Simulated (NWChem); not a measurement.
System: C₂H₅ClSi; SMILES Cl/C=C\[SiH3]

Here is an NWChem input.

```
start job
memory heap 200 mb stack 900 mb global 1100 mb
geometry units angstroms noautoz
  Si    -0.428366     1.661996     0.000000
  C      1.077715     0.539516     0.000000
  C      1.031654    -0.794251     0.000000
  Cl    -0.449892    -1.688109     0.000000
  H     -1.265245     1.430292     1.215475
  H     -1.265245     1.430292    -1.215475
  H      0.045022     3.078738     0.000000
  H      2.083037     0.976693     0.000000
  H      1.910780    -1.445205     0.000000
end
basis spherical
  Si library def2-svp
  C library def2-svp
  Cl library def2-svp
  H library def2-svp
end
dft
  xc xctpssh
  iterations 150
  mulliken
end
task dft energy
```

Structure relaxed at the PBE0/def2-SVP level.

**Question.** Give the results of this calculation. (TPSSh/def2-SVP.) Quantities: energy (Ha); highest occupied level (eV); orbital gap (eV); dipole (D).

**Answer.** 
| Property | Value |
|---|---|
| energy (Ha) | -828.64 |
| highest occupied level (eV) | -6.94 |
| orbital gap (eV) | 5.75 |
| dipole (D) | 1.36 |
